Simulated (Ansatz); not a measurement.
`B[Se]C=C` + `NC(O)S[SiH3]` → `B[Se]C(N)O` + `C=CS[SiH3]`  (redistribution)

Computed with Ansatz on PBE0-D4/def2-TZVP structures; ΔE is electronic, products minus reactants. CBS: MP2 limit from def2 TZ/QZ plus the TZ coupled-cluster correction, frozen cores. DFT in def2-TZVPP. B3LYP here is the variant with VWN-RPA as its local correlation; programs differ in this. For Se outer-core shells are correlated without core-valence functions, which leaves a few kJ/mol of doubt a bond. Scalar relativity is left out up to krypton. Each species was taken in one conformer, which may not be the lowest.

```json
{"level": "PBE-D4", "ΔE (kJ/mol)": "0.9", "difference from CCSD(T)/CBS": "-7.0"}
{"level": "r2SCAN-D4", "ΔE (kJ/mol)": "4.9", "difference from CCSD(T)/CBS": "-3.0"}
{"level": "PBE0-D4", "ΔE (kJ/mol)": "5.0", "difference from CCSD(T)/CBS": "-2.9"}
{"level": "B3LYP-D4", "ΔE (kJ/mol)": "5.1", "difference from CCSD(T)/CBS": "-2.8"}
{"level": "ωB97X-V", "ΔE (kJ/mol)": "8.7", "difference from CCSD(T)/CBS": "0.8"}
{"level": "ωB97M-V", "ΔE (kJ/mol)": "8.3", "difference from CCSD(T)/CBS": "0.4"}
{"level": "B2PLYP", "ΔE (kJ/mol)": "7.0", "difference from CCSD(T)/CBS": "-0.9"}
{"level": "PBE", "ΔE (kJ/mol)": "1.3", "difference from CCSD(T)/CBS": "-6.6"}
{"level": "r2SCAN", "ΔE (kJ/mol)": "5.0", "difference from CCSD(T)/CBS": "-2.9"}
{"level": "PBE0", "ΔE (kJ/mol)": "5.3", "difference from CCSD(T)/CBS": "-2.6"}
{"level": "B3LYP", "ΔE (kJ/mol)": "5.7", "difference from CCSD(T)/CBS": "-2.2"}
{"level": "HF/def2-TZVPP", "ΔE (kJ/mol)": "17.8", "difference from CCSD(T)/CBS": "9.9"}
{"level": "MP2/def2-TZVPP", "ΔE (kJ/mol)": "8.4", "difference from CCSD(T)/CBS": "0.5"}
{"level": "SCS-MP2/def2-TZVPP", "ΔE (kJ/mol)": "9.9", "difference from CCSD(T)/CBS": "2.0"}
{"level": "CCSD/def2-TZVPP", "ΔE (kJ/mol)": "10.2", "difference from CCSD(T)/CBS": "2.3"}
{"level": "CCSD(T)/def2-TZVPP", "ΔE (kJ/mol)": "8.2", "difference from CCSD(T)/CBS": "0.3"}
{"level": "HF/def2-QZVPP", "ΔE (kJ/mol)": "18.2", "difference from CCSD(T)/CBS": "10.3"}
{"level": "MP2/def2-QZVPP", "ΔE (kJ/mol)": "8.4", "difference from CCSD(T)/CBS": "0.5"}
{"level": "SCS-MP2/def2-QZVPP", "ΔE (kJ/mol)": "10.0", "difference from CCSD(T)/CBS": "2.1"}
{"level": "HF/CBS(def2)", "ΔE (kJ/mol)": "18.3", "difference from CCSD(T)/CBS": "10.4"}
{"level": "MP2/CBS(def2)", "ΔE (kJ/mol)": "8.1", "difference from CCSD(T)/CBS": "0.2"}
{"level": "CCSD/CBS(def2)", "ΔE (kJ/mol)": "9.9", "difference from CCSD(T)/CBS": "2.0"}
{"level": "CCSD(T)/CBS", "ΔE (kJ/mol)": "7.9", "difference from CCSD(T)/CBS": "0"}
```

Largest T1 diagnostic among the species: 0.013.

From PBE to PBE0 (25 % exact exchange), in def2-TZVPP and without D4, ΔE moves by +4.1 kJ/mol. In def2-TZVPP, CCSD(T) changes the Hartree–Fock value by −9.7 kJ/mol (the triples alone add −2.0 kJ/mol) and MP2 by −9.4 kJ/mol.
